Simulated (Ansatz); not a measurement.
Basis sets compared for the cluster Si₄Ge₃ (the lowest singlet isomer of a short search). Charge 0, multiplicity 1. Geometry PBE-D4/def2-SVP. Ansatz on 4 threads of Arm Neoverse V2 on a shared host; times are rough, and most runs start from earlier orbitals.

```xyz
7

Si    1.578    0.344    0.249
Si   -0.329   -0.593   -1.177
Si   -0.354   -0.813    1.373
Si   -0.683    1.449    0.324
Ge    0.860    1.859   -1.515
Ge    1.431   -2.084    0.312
Ge   -2.504   -0.162    0.434
```

The structure comes from a short search, and lower isomers may exist.

Binding counts from free atoms (Si triplet, Ge triplet) in the same basis, without a counterpoise term.

```csv
level,functions,energy (Eh),HOMO (eV),LUMO (eV),binding per atom (eV),wall time
PBE-D4/def2-SVP,168,-7386.4182,-5.29,-3.53,3.49,3 s
PBE-D4/def2-TZVP,292,-7387.6072,-5.19,-3.48,3.54,6.5 s
PBE0-D4/def2-SVP,168,-7386.6520,-6.10,-2.97,3.34,6 s
PBE0-D4/def2-TZVP (with forces),292,-7387.8376,-5.96,-2.89,3.40,24 s
```

**Question.** Estimate the rows for PBE-D4/def2-TZVPD, PBE0-D4/def2-TZVPD.

**Answer.** 
| level | functions | energy (Eh) | HOMO (eV) | LUMO (eV) | binding per atom (eV) | wall time |
| --- | --- | --- | --- | --- | --- | --- |
| PBE-D4/def2-TZVPD | 334 | -7387.6091 | -5.20 | -3.49 | 3.54 | 9 s |
| PBE0-D4/def2-TZVPD | 334 | -7387.8396 | -5.97 | -2.90 | 3.40 | 22 s |
